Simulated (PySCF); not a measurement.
Sn(H)(NH2) (H3NSn), SMILES [SnH][NH2] (connectivity only; charge and spin as stated), neutral, multiplicity 1.

Geometry: B3LYP-D3(BJ)/def2-TZVP. The def2 effective core potentials stand for the cores of Sn; spin–orbit coupling is left out.

The numbers are results of PySCF with CAM-B3LYP/def2-TZVPD, not measurements.

Question: Estimate the frontier levels, gap, dipole moment and polarisability. (An estimate is asked for; the answer gives what the named calculation found.)

Answer: 
```
Property                                                                                                        Value
---------------------------------------------------------------------------------------------  ----------------------
highest occupied level                                                                                       -7.82 eV
lowest empty level                                                                                           -1.13 eV
orbital gap                                                                                                   6.69 eV
dipole moment                                                                                                  0.77 D
quadrupole, principal values (traceless, Buckingham form, about the centre of nuclear charge)   -3.68, 0.81, 2.87 D·Å
mean static polarisability                                                                       56.5 bohr³ (8.38 Å³)
polarisability, principal values                                                               46.5, 59.4, 63.7 bohr³
```
